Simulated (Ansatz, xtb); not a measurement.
Diatomic AlS+, multiplicity 3 (lowest of 2S+1 = 1, 3, 5 at CCSD(T)/def2-TZVPP on PBE0 minima; our sources give no spin for the ground state, which may be another).

Seven points along R, fitted to fifth degree in 1/R; most abundant isotopes. Runs in def2 and cc sets follow the lowest solution found near the PBE0 minimum.

Codes used: Ansatz (Gaussian orbitals); xtb for the GFN methods. Each number belongs to the level named beside it. The GFN methods have no spin term and hold the electronic entropy of 300 K.

| level | r_e (Å) | ω_e (cm⁻¹) | α_e (cm⁻¹) | ω_e x_e (cm⁻¹) |
|---|---|---|---|---|
| GFN1-xTB | 2.183 | 463 | 0.0024 | 3.5 |
| GFN2-xTB | 2.160 | 543 | 0.0022 | 3.7 |
| SVWN5/def2-TZVPP | 2.175 | 469 | 0.0020 | 3.5 |
| PBE/def2-TZVPP | 2.201 | 449 | 0.0021 | 3.8 |
| r2SCAN/def2-TZVPP | 2.172 | 485 | 0.0020 | 3.6 |
| B97M-V/def2-TZVPP | 2.176 | 477 | 0.0020 | 3.7 |
| B3LYP/def2-TZVPP | 2.201 | 434 | 0.0025 | 4.8 |
| PBE0/def2-TZVPP | 2.178 | 468 | 0.0022 | 4.4 |
| BHLYP/def2-TZVPP | 2.179 | 450 | 0.0027 | 5.9 |
| CAM-B3LYP/def2-TZVPP | 2.178 | 453 | 0.0025 | 5.4 |
| wB97X-V/def2-TZVPP | 2.170 | 474 | 0.0023 | 5.0 |
| wB97M-V/def2-TZVPP | 2.190 | 442 | 0.0026 | 5.9 |
| B2PLYP/def2-TZVPP | 2.188 | 457 | 0.0023 | 4.7 |
| CCSD/aug-cc-pV(T+d)Z | 2.192 | 440 | 0.0029 | 6.7 |
| CCSD/def2-TZVPP | 2.190 | 442 | 0.0029 | 6.7 |
| CCSD/aug-cc-pV(Q+d)Z | 2.175 | 461 | 0.0027 | 6.3 |
| CCSD/def2-QZVPP | 2.174 | 461 | 0.0027 | 6.3 |
| CCSD(T)/aug-cc-pV(T+d)Z | 2.195 | 448 | 0.0025 | 5.4 |
| CCSD(T)/def2-TZVPP | 2.192 | 452 | 0.0025 | 5.4 |
| CCSD(T)/aug-cc-pV(Q+d)Z | 2.179 | 467 | 0.0024 | 5.1 |
| CCSD(T)/def2-QZVPP | 2.178 | 467 | 0.0024 | 5.1 |
| CCSD(T)/CBS(aug-cc-pV(T+d)Z, aug-cc-pV(Q+d)Z) | 2.171 | 477 | 0.0023 | 4.9 |
| CCSD(T)/CBS(def2-TZVPP, def2-QZVPP) | 2.171 | 477 | 0.0023 | 4.9 |

Cores are frozen in the correlated methods. CBS: X⁻³ extrapolation of the correlation energy, Hartree–Fock from the larger set.

Ansatz is an electronic-structure program.
